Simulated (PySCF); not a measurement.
Two species compared at the same levels of theory.

First species: C7H8Cl2Si.
Structure used (GFN2-xTB), in Å, numbered top down from 1:
```
atom  x, y, z in Å
C1     2.3302   -1.2608    0.0882
C2     1.3681   -0.3427    0.0747
Si3    1.6163    1.5279    0.1937
C4    -0.2441    1.7536    0.0904
C5    -0.8889    0.5823   -0.0196
C6    -2.3766    0.5462   -0.1241
Cl7   -3.1130   -0.3669    1.2232
Cl8   -2.9018   -0.1499   -1.6843
C9    -0.0749   -0.6410   -0.0400
C10   -0.5803   -1.8718   -0.1535
H11    3.3655   -0.9767    0.1723
H12    2.1446   -2.3210    0.0173
H13    2.1773    1.9814    1.4679
H14    2.3278    2.1131   -0.9444
H15   -0.7816    2.6880    0.1101
H16   -2.8006    1.5518   -0.0796
H17    0.0562   -2.7388   -0.1649
H18   -1.6329   -2.0683   -0.2391
```

Second species: C6H9FSSi.
Numbering: `[CH3:1][C:2]#[C:3]/[C:4]([CH3:5])=[C:6](\[F:7])[SiH2:8][SH:9]` (hydrogens: H10, H11, H12 on C1; H13, H14, H15 on C5; H16, H17 on Si8; H18 on S9)

Cartesian coordinates in Å at the GFN2-xTB level; atoms count from 1:
```xyz
18
C6H9FSSi angstrom
C     -3.8822   -0.1807   -0.7270
C     -2.4624   -0.0444   -0.5101
C     -1.2788    0.0789   -0.3286
C      0.1143    0.1969   -0.1253
C      0.6300    1.5702    0.1700
C      0.9194   -0.8742   -0.2018
F      0.3459   -2.0882   -0.4668
Si     2.7860   -1.0149    0.0267
S      3.8108    0.2588   -1.3838
H     -4.3597   -0.5562    0.1782
H     -4.0668   -0.8844   -1.5384
H     -4.3191    0.7841   -0.9842
H      0.1684    1.9493    1.0811
H      1.7096    1.5683    0.2922
H      0.3645    2.2468   -0.6417
H      3.2387   -0.5090    1.3145
H      3.1557   -2.3973   -0.2421
H      3.1169   -0.0976   -2.4540
```

Levels: PBE0/pcSseg-1 for dipole moment, HOMO energy, LUMO energy and HOMO–LUMO gap; GFN2-xTB for rotational constant A and rotational constant C. Geometries: GFN2-xTB. Each structure is a single optimised conformer of the isolated species, non-relativistic unless stated; the electronic structure was computed with PySCF and density fitting.

The conformers computed, where there is a choice (atom-mapped SMILES and torsion angles):
- `[CH2:1]=[C:2]1[SiH2:3][CH:4]=[C:5]([CH:6]([Cl:7])[Cl:8])[C:9]1=[CH2:10]`: C4–C5–C6–Cl7 -120°
- `[CH3:1][C:2]#[C:3]/[C:4]([CH3:5])=[C:6](\[F:7])[SiH2:8][SH:9]`: C4–C6–Si8–S9 -59°, H–S9–Si8–C6 -47°

```json
{"property": "dipole moment", "column X": "2.04 D", "column Y": "2.00 D"}
{"property": "HOMO energy", "column X": "-6.66 eV", "column Y": "-6.78 eV"}
{"property": "LUMO energy", "column X": "-1.21 eV", "column Y": "-1.65 eV"}
{"property": "HOMO–LUMO gap", "column X": "5.45 eV", "column Y": "5.13 eV"}
{"property": "rotational constant A", "column X": "2.416 GHz", "column Y": "1.402 GHz"}
{"property": "rotational constant C", "column X": "0.456 GHz", "column Y": "0.510 GHz"}
```

Problem. Which column belongs to which species?

Solution. Column X is the second species and column Y the first. The first has 18 atoms and 98 electrons, the second 18 and 84.

Problem. How does each property change from the first species to the second?

Solution. dipole moment +0.04 D; HOMO energy +0.12 eV; LUMO energy +0.44 eV; HOMO–LUMO gap +0.32 eV; rotational constant A +1.014 GHz; rotational constant C -0.054 GHz.

On the first: The dipole matches unit charges of opposite sign 0.42 Å apart (1 e·Å = 4.8032 D).

On the second: A dipole of 2.04 D is allowed in C1, and pure rotational transitions are dipole-allowed. The dipole equals about 6.8 × 10⁻³⁰ C·m (1 D = 3.33564 × 10⁻³⁰ C·m).
